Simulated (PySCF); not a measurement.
Al(Me)3 cation (C₃H₉Al), SMILES [CH3][Al]([CH3])[CH3] (connectivity only; charge and spin as stated), charge +1, multiplicity 2.

Coordinates come from a B3LYP-D3(BJ)/def2-SVP optimisation. The spin state was assumed, not searched. The isomer is the one that the SMILES or the coordinates give; other isomers of the formula were not compared.

Level of theory: TDA-B3LYP/def2-SVPD run with PySCF.

Vertical excitations. Isolated molecule, no solvent.

| state | energy (eV) | λ (nm) | f | main pairs |
|---|---|---|---|---|
| root 1 | 1.89 | 655 | 0.031 | β HOMO→LUMO 98 % |
| root 2 | 4.31 | 288 | 0.124 | β HOMO−1→LUMO 86 % |
| root 3 | 4.41 | 281 | 0.024 | β HOMO−2→LUMO 86 % |
| root 4 | 4.46 | 278 | 0.000 | β HOMO−3→LUMO 93 % |
| root 5 | 4.53 | 274 | 0.001 | β HOMO−4→LUMO 91 % |
| root 6 | 4.69 | 264 | 0.014 | β HOMO−5→LUMO 92 % |
| root 7 | 5.13 | 242 | 0.005 | β HOMO−6→LUMO 83 % |
| root 8 | 5.14 | 241 | 0.002 | β HOMO−7→LUMO 84 % |
| root 9 | 5.32 | 233 | 0.000 | α HOMO→LUMO 19 %, β HOMO→LUMO+1 79 % |
| root 10 | 5.75 | 216 | 0.000 | α HOMO→LUMO 80 %, β HOMO→LUMO+1 19 % |
Unrestricted roots are not spin-pure.
